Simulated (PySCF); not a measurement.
Excitations are Tamm–Dancoff values on a coarser integration grid. The basis has no diffuse functions, so Rydberg states are missing or too high.

Cartesian coordinates (Å):
SMILES: C=CC[SeH]
```xyz
10

C     -1.2313     0.8694     0.3931
C     -0.5534     0.1620    -0.5038
C      0.3792    -0.9406    -0.1601
Se     2.2586    -0.5157    -0.6640
H     -1.1438     0.6704     1.4553
H     -1.8959     1.6702     0.0972
H     -0.6506     0.3914    -1.5602
H      0.1728    -1.8435    -0.7357
H      0.3555    -1.1856     0.8990
H      2.3090     0.7219     0.1304
```
Charge 0, spin multiplicity 1.

Q: Estimate the LUMO, T1 excitation (TDA) and S1 excitation (TDA) that PBE-D3(BJ)/def2-TZVP // B3LYP-D3(BJ)/def2-TZVP (PySCF 2.14.0) returns for this input.

A: 
- LUMO: -1.41 eV
- T1 excitation (TDA): 3.76 eV
- S1 excitation (TDA): 4.23 eV
